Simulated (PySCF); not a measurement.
Vertical excitations of a molecule C₃H₉ClSi₂ from TDA-LC-ωPBE/def2-SVPD run with PySCF 2.14.0, as energy in eV (oscillator strength): 5.87 (0.001), 6.78 (0.394), 7.45 (0.010), 7.75 (0.009), 7.94 (0.004), 8.15 (0.040). Lowest triplet (TDA): 3.79 eV. Geometry: PBE0-D3(BJ)/def2-SVP. The values are those of a single conformer.

Q: Pick the molecule that these values belong to.
A) C/C=C/[Si@@H]([SiH3])Cl
B) C/C=C(/[SiH3])[SiH2]Cl
C) C[C@@H]1[SiH2]C[Si@H]1Cl
D) C=C[Si@H](Cl)C[SiH3]

A: B, C/C=C(/[SiH3])[SiH2]Cl
